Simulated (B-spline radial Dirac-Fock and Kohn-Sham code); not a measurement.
**Elastic scattering of 200 eV electrons by neutral technetium**

Calculated with a radial finite-basis atomic code, using relativistic (Dirac) partial waves in the static field of the Dirac-Fock atom with Furness-McCarthy exchange, without polarisation or absorption potentials. Below a few hundred eV the neglected polarisation potential matters, most of all at small angles.

| θ (°) | dσ/dΩ (a₀²/sr) | Sherman function |
| --- | --- | --- |
| 0 | 105 | 0.000 |
| 1 | 104 | 0.000 |
| 2 | 101 | 0.000 |
| 3 | 96.0 | 0.000 |
| 5 | 82.4 | 0.000 |
| 7 | 66.5 | 0.001 |
| 10 | 44.6 | 0.001 |
| 15 | 21.5 | 0.003 |
| 20 | 11.0 | 0.004 |
| 25 | 5.92 | 0.004 |
| 30 | 3.09 | 0.001 |
| 40 | 0.669 | -0.028 |
| 50 | 0.542 | -0.026 |
| 60 | 0.991 | 0.008 |
| 70 | 0.969 | 0.025 |
| 80 | 0.442 | 0.052 |
| 90 | 0.0265 | 0.206 |
| 100 | 0.166 | -0.094 |
| 110 | 0.659 | -0.042 |
| 120 | 0.932 | -0.029 |
| 130 | 0.682 | -0.027 |
| 140 | 0.196 | -0.041 |
| 150 | 0.0444 | -0.043 |
| 160 | 0.482 | 0.001 |
| 170 | 1.18 | 0.000 |
| 180 | 1.51 | 0.000 |

The total elastic cross section is 22.5 a₀², the first transport cross section 6.95 a₀² and the second, weighted with (3/2) sin²θ, 8.34 a₀². The mean deflection is ⟨1 − cos θ⟩ = 0.308, and 13 % of the collisions scatter beyond 90°.

On this grid of angles the cross section has minima near 50°, 90°, 150°, from interference among the few low partial waves with large phase shifts.
